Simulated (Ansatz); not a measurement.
Cartesian coordinates (Å):
```xyz
11

C      1.7286    -0.0824     0.2925
C      0.5230    -0.2217    -0.5627
C     -0.7442    -0.3433     0.2237
C     -1.7609     0.5041     0.1583
H      2.7018    -0.3969    -0.0621
H      1.6727     0.4521     1.2324
H      0.6377    -1.1001    -1.2109
H      0.4336     0.6382    -1.2463
H     -0.8001    -1.1918     0.9028
H     -2.6537     0.3675     0.7574
H     -1.7364     1.3669    -0.5007
```
Charge 0, spin multiplicity 2.

These are frozen-core CCSD(T)/cc-pVTZ // PBE0-D4/def2-TZVP in Ansatz (a quantum-chemistry and plane-wave program) values and carry that method's errors.

- HF energy: -155.53141 Ha
- MP2 correlation energy: -0.64358 Ha

Task: Estimate the CCSD correlation energy, the (T) correction, the total energy and the T1 diagnostic.

Result: 
```yaml
CCSD correlation energy: -0.68885 Ha
"(T) correction": -0.02856 Ha
CCSD(T) total energy: -156.24882 Ha
T1 diagnostic: 0.012
```
